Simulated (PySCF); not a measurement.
Nuclear quadrupole coupling in `C=Cc1ccccc1O[SiH3]`

Species: C₈H₁₀OSi.
SMILES with atom numbers: `[CH2:1]=[CH:2][c:3]1[cH:4][cH:5][cH:6][cH:7][c:8]1[O:9][SiH3:10]` (hydrogens: H11, H12 on C1; H13 on C2; H14 on C4; H15 on C5; H16 on C6; H17 on C7; H18, H19, H20 on Si10)

Structure used (GFN2-xTB), in Å, numbered top down from 1:
```
atom  x, y, z in Å
C1     2.6485   -1.6599    0.7258
C2     1.3979   -1.4089    0.3586
C3     0.8467   -0.1091   -0.0052
C4     1.6408    0.9997   -0.2918
C5     1.0847    2.2134   -0.6456
C6    -0.2918    2.3449   -0.7223
C7    -1.1034    1.2609   -0.4439
C8    -0.5510    0.0387   -0.0878
O9    -1.3243   -1.0297    0.1937
Si10  -2.9215   -1.2900    0.3242
H11    3.3997   -0.8922    0.8009
H12    2.9667   -2.6573    0.9760
H13    0.6809   -2.2189    0.3300
H14    2.7142    0.9006   -0.2483
H15    1.7226    3.0565   -0.8644
H16   -0.7358    3.2888   -1.0015
H17   -2.1786    1.3458   -0.5005
H18   -3.4991   -0.4520    1.3771
H19   -2.8940   -2.7041    0.6625
H20   -3.6083   -1.0166   -0.9406
```

Field gradients from the PBE0/pcSseg-1 density (PySCF, non-relativistic), principal values in atomic units, ordered |Vxx| ≤ |Vyy| ≤ |Vzz|:

```csv
atom,Vxx,Vyy,Vzz
O9,-0.7683,-0.8850,1.6534
```

Find the asymmetry η = (Vxx − Vyy)/Vzz and the couplings χ = eQV/h (234.96 MHz × Q in barn × V in au), with Q(17O) = −0.0256 b.

```csv
atom,environment,nucleus,η,χzz (MHz),χxx (MHz),χyy (MHz)
O9,silyl ether oxygen,17O,0.07,-9.95,4.62,5.32
```

What is Vzz at O9 in SI units (1 au = 9.71736 × 10²¹ V/m²)?

1.6534 au = 16.066 × 10²¹ V/m².

And the gradient at the other heavy atoms, for which no coupling is worked out here?

```tsv
atom	environment	Vzz (au)	η
C1	terminal =CH2 carbon	0.293	0.41
C2	alkene CH carbon	0.334	0.52
C3	substituted aromatic carbon	0.242	0.28
C4	aromatic CH carbon	0.320	0.18
C5	aromatic CH carbon	0.283	0.18
C6	aromatic CH carbon	0.325	0.17
C7	aromatic CH carbon	0.221	0.41
C8	aromatic carbon bearing oxygen	-0.396	0.20
Si10	oxygen-bound silicon	0.612	0.12
```

What couplings would deuterons (Q(2H) = 0.00286 b) have in place of the hydrogens, at this geometry?

```json
{"atom": "H11", "bonded to": "C1", "bond length (Å)": "1.077", "Vzz (au)": "0.3383", "η": "0.06", "χzz (kHz)": "227"}
{"atom": "H12", "bonded to": "C1", "bond length (Å)": "1.076", "Vzz (au)": "0.3385", "η": "0.05", "χzz (kHz)": "228"}
{"atom": "H13", "bonded to": "C2", "bond length (Å)": "1.082", "Vzz (au)": "0.3177", "η": "0.06", "χzz (kHz)": "213"}
{"atom": "H14", "bonded to": "C4", "bond length (Å)": "1.079", "Vzz (au)": "0.3285", "η": "0.07", "χzz (kHz)": "221"}
{"atom": "H15", "bonded to": "C5", "bond length (Å)": "1.080", "Vzz (au)": "0.3287", "η": "0.07", "χzz (kHz)": "221"}
{"atom": "H16", "bonded to": "C6", "bond length (Å)": "1.080", "Vzz (au)": "0.3276", "η": "0.06", "χzz (kHz)": "220"}
{"atom": "H17", "bonded to": "C7", "bond length (Å)": "1.080", "Vzz (au)": "0.3282", "η": "0.11", "χzz (kHz)": "221"}
{"atom": "H18", "bonded to": "Si10", "bond length (Å)": "1.464", "Vzz (au)": "0.1579", "η": "0.04", "χzz (kHz)": "106"}
{"atom": "H19", "bonded to": "Si10", "bond length (Å)": "1.454", "Vzz (au)": "0.1668", "η": "0.03", "χzz (kHz)": "112"}
{"atom": "H20", "bonded to": "Si10", "bond length (Å)": "1.465", "Vzz (au)": "0.1574", "η": "0.04", "χzz (kHz)": "106"}
```

Geometry: GFN2-xTB, one conformer, isolated molecule. GFN2-xTB bond lengths can be off by several hundredths of an ångström, more for odd bonds, and the gradients follow them. The basis is small and wasn't made for field gradients, so the couplings can be 20 % off.
